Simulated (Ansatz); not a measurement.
Pulling on the C2–H6 bond in CH6Ge (SMILES [CH3][GeH3]) (multiplicity 1 held, fragments rigid). Energies count from the point at 1.090 Å.
Geometry at that point (charge 0, multiplicity 1):
```xyz
8

Ge    -0.388     0.046    -0.009
C      1.563    -0.187     0.034
H     -1.014    -0.866    -1.081
H     -0.746     1.508    -0.338
H     -1.001    -0.312     1.359
H      1.813    -1.221     0.268
H      2.003     0.459     0.793
H      1.994     0.067    -0.934
```

Restricted levels (R-, RO-) in cc, def2 and unpolarised 6-31G sets keep to the state of the molecule at rest. Unrestricted levels (U-) break spin symmetry where that is lower. Active spaces are followed from a long bond inwards. Curves can end on different states.

Frozen-core correlation. Filled d and f shells under p-block atoms count as core.

Codes used: Ansatz (Gaussian basis) for Hartree–Fock, density functionals and correlated methods. Each number belongs to the level named beside it.

Energies in kcal/mol.

| R (Å) | R-MP2/cc-pVDZ | U-CCSD/cc-pVDZ | R-CCSDT/cc-pVDZ | FIC-NEVPT4(SD) on CASSCF(2,2)/cc-pVDZ | FIC-MRCISD+Q on CASSCF(2,2)/cc-pVDZ |
|---|---|---|---|---|---|
| 0.872 | 33.7 | 33.9 | 34.2 | 34.2 | 34.1 |
| 0.981 | 7.4 | 7.5 | 7.6 | 7.6 | 7.6 |
| 1.090 | 0.0 | 0.0 | 0.0 | 0.0 | 0.0 |
| 1.199 | 3.1 | 2.8 | 2.7 | 2.7 | 2.7 |
| 1.307 | 11.6 | 11.1 | 10.8 | 10.7 | 10.8 |
| 1.471 | 29.0 | 27.7 | 27.1 | 27.0 | 27.2 |
| 1.634 | 47.7 | 45.3 | 44.2 | 44.1 | 44.3 |
| 1.907 | 76.7 | 72.2 | 69.2 | 69.0 | 69.2 |
| 2.179 | 100.5 | 92.1 | 87.4 | 87.0 | 87.2 |
| 2.506 | 121.9 | 104.8 | 100.6 | 100.0 | 100.1 |
| 2.942 | 139.6 | 109.6 | 108.5 | 107.6 | 107.7 |
| 3.487 | 147.6 | 110.7 | 111.4 | 110.3 | 110.4 |

Doubts at one or more of the structures used: a restricted determinant that unrestricted orbitals would lower (R-MP2/cc-pVDZ, R-CCSDT/cc-pVDZ); a spin-contaminated determinant (U-CCSD/cc-pVDZ); T1 above 0.05 (U-CCSD/cc-pVDZ, R-CCSDT/cc-pVDZ); other coupled-cluster roots lie near (R-CCSDT/cc-pVDZ).

Ansatz is a quantum-chemistry and plane-wave program.
